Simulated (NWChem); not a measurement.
C2H7BO; SMILES CB(C)O

```xyz
11

B      0.0773    -0.0135    -0.0031
C     -0.7067     1.3609     0.0012
H     -1.5006     1.3622     0.7660
H     -1.2244     1.4865    -0.9661
H     -0.0773     2.2520     0.1590
C     -0.6737    -1.3981    -0.0033
H     -1.1042    -1.5732     0.9991
H     -0.0082    -2.2428    -0.2329
H     -1.5252    -1.4086    -0.7025
O      1.4378    -0.0515    -0.0021
H      1.8323     0.8264     0.0222
```
Atoms are numbered in this order, from 1.

All runs: NWChem. Geometry: optimised at PBE0/def2-SVP. Ions are spin-unrestricted doublets at the neutral geometry; other ion states weren't tried.

Q: Predict the results for B3LYP/def2-SVP. Quantities: vertical ionisation energy, ΔSCF (eV); −ε(HOMO) (eV).

A: 
```json
{
 "vertical ionisation energy, ΔSCF (eV)": "10.56",
 "−ε(HOMO) (eV)": "8.04"
}
```
